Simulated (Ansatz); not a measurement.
`F[SiH2]P[SiH3]` + H₂ → `[SiH3]P` + `F[SiH3]`  (hydrogenolysis of a P–Si bond)

Program: Ansatz. Geometries: PBE0-D4/def2-TZVP. ΔE: electronic, gas phase. CCSD(T)/CBS adds triple-zeta CCSD(T) − MP2 to the extrapolated MP2 energy (def2 sets, frozen cores). This one scheme is used for every species. DFT in def2-TZVPP. Each species was taken in one conformer, which may not be the lowest.

| level | ΔE (kcal/mol) |
| --- | --- |
| PBE0-D4 | 3.4 |
| PBE-QIDH | 1.8 |
| revPBE | 1.7 |
| CCSD(T)/def2-TZVPP | 0.7 |

**Question.** What does CCSD(T)/CBS give? (Best estimate.)

**Answer.** Computed: +2.1 kcal/mol. The listed levels differ from it by 1.3, -0.3, -0.4, -1.4 kcal/mol.

Largest T1 diagnostic among the species: 0.013.

In def2-TZVPP, CCSD(T) changes the Hartree–Fock value by +7.2 kcal/mol (the triples alone add +1.5 kcal/mol) and MP2 by +8.8 kcal/mol. The D4 term adds +3.3 kcal/mol with B3LYP and +1.8 kcal/mol with PBE0; it sums over pairs of atoms, weighted by their polarisabilities, and B3LYP, whose exchange is more repulsive, gets the larger term. At CCSD(T), def2-SVP lies −4.9 kcal/mol from the extrapolated value and def2-TZVPP −1.4 kcal/mol.

B3LYP here is the variant with VWN-RPA as its local correlation; programs differ in this.
